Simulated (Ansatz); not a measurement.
Ansatz (a first-principles code) input (HF/6-311+G**): A basis named .json is the Basis Set Exchange file of that set (core-valence sets with the plain set on hydrogen).

Ansatz 0.2 input:
```yaml
crystal:
  periodic: [false, false, false]
  atoms:
    - {symbol: Si, position_ang: [0.00714127, 1.04995696, 0.80957954]}
    - {symbol: H, position_ang: [-0.41840924, 1.86076314, -0.40814884]}
    - {symbol: Si, position_ang: [0.01975272, -0.90056355, -0.58375403]}
    - {symbol: H, position_ang: [0.97687736, -0.69981080, -1.70695297]}
    - {symbol: H, position_ang: [-1.33626862, -1.10126450, -1.16589692]}
    - {symbol: H, position_ang: [0.40128468, -2.15119550, 0.11944169]}
basis:
  gaussian:
    orbitals: 6-311+G__.json
hamiltonian:
  xc: {name: HF}
output: {forces: true}
magnetization: {spin_polarized: false}
```

Output:

```
Functional definition: HF
integrals: 0.02 GiB planned
766 factors; their error is unknown
mean field: 0.15 GiB planned
mean field evaluation 1: about -15784.9729 eV, gradient 1.2e1 eV
mean field evaluation 2: about -15785.8589 eV, gradient 4.0e0 eV
mean field evaluation 4: about -15785.9854 eV, gradient 3.0e-1 eV
mean field evaluation 8: about -15786.0581 eV, gradient 1.6e-4 eV
mean field -15786.05808436 eV, -580.1269344258 hartree, gradient 1.5e-5 eV, S^2 0.000000; 0 other end points of the search recorded, 0 dependent functions left out
the calculation of the forces begins
reference -15786.05808436 eV, -580.1269344258 hartree; 16, 16 occupied and 70, 70 virtual orbitals, 766 factors
Total energy: -15786.05808436 eV, -580.1269344258 hartree
Atom 0 at     0.007141     1.049957     0.809580 Å, force    -0.078902     0.151365    -0.225017 eV/Å
Atom 1 at    -0.418409     1.860763    -0.408149 Å, force     0.052214     0.014071     0.233668 eV/Å
Atom 2 at     0.019753    -0.900564    -0.583754 Å, force     0.015831    -0.265312    -0.129176 eV/Å
Atom 3 at     0.976877    -0.699811    -1.706953 Å, force    -0.044693     0.006504     0.084111 eV/Å
Atom 4 at    -1.336269    -1.101265    -1.165897 Å, force     0.071894     0.026738     0.056841 eV/Å
Atom 5 at     0.401285    -2.151196     0.119442 Å, force    -0.016343     0.066634    -0.020428 eV/Å
Dipole moment:    -0.011605     0.035556    -0.023233 e Å
```
